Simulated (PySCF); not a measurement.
Write Cartesian coordinates for `C=C[C+](CF)CC(F)F` as optimised with GFN2-xTB. (Charge +1.)

```
atom  x, y, z in Å
C1     1.745    1.476    0.355
C2     1.511    0.143    0.434
C3     0.385   -0.509   -0.117
C4     0.195   -1.935    0.188
F5    -0.982   -2.417   -0.272
C6    -0.638    0.167   -0.913
C7    -1.788    0.723    0.001
F8    -2.593    1.466   -0.750
F9    -1.245    1.526    0.935
H10    2.590    1.910    0.868
H11    1.114    2.168   -0.183
H12    2.201   -0.473    0.998
H13    1.004   -2.537   -0.266
H14    0.237   -2.133    1.273
H15   -0.246    1.032   -1.453
H16   -1.128   -0.526   -1.603
H17   -2.369   -0.070    0.494
```

Any rigid rotation of these coordinates is as good. Atoms count from 1 in this order. C2 (carbon bonded to 2 C and H) is planar (angles 124.7°, 118.7° and 116.6°, sum 359.9°, 0.02 Å off the plane of its three neighbours). C1 (carbon bonded to C and 2 H) is planar (angles 123.9°, 120.2° and 115.8°, sum 360.0°, 0.01 Å off the plane of its three neighbours). The 3 C–F bonds span 1.329 Å (C7–F8, drawn single) to 1.353 Å (C4–F5, drawn single), a spread of 0.024 Å. Of the pairs four or more bonds apart, F5···H16 is among the closest relative to their van der Waals radii: 2.32 Å, 87 % of the sum of Bondi's values.

Bonds between heavy atoms (Å): C1=C2 1.355, C2–C3 1.413, C3–C4 1.471, C4–F5 1.353, C3–C6 1.461, C6–C7 1.571, C7–F8 1.329, C7–F9 1.345.

Computed geometry: GFN2-xTB, gas phase.

Point group: C1 (no symmetry element, even within 0.4 Å). No GFN2-xTB frequencies stand behind this structure, so it isn't proved a minimum. Torsions: C1–C2–C3–C4 -173°, C2–C3–C4–F5 173°, C2–C3–C6–C7 -90°, C3–C6–C7–F8 172°.

One conformer stands for the species.
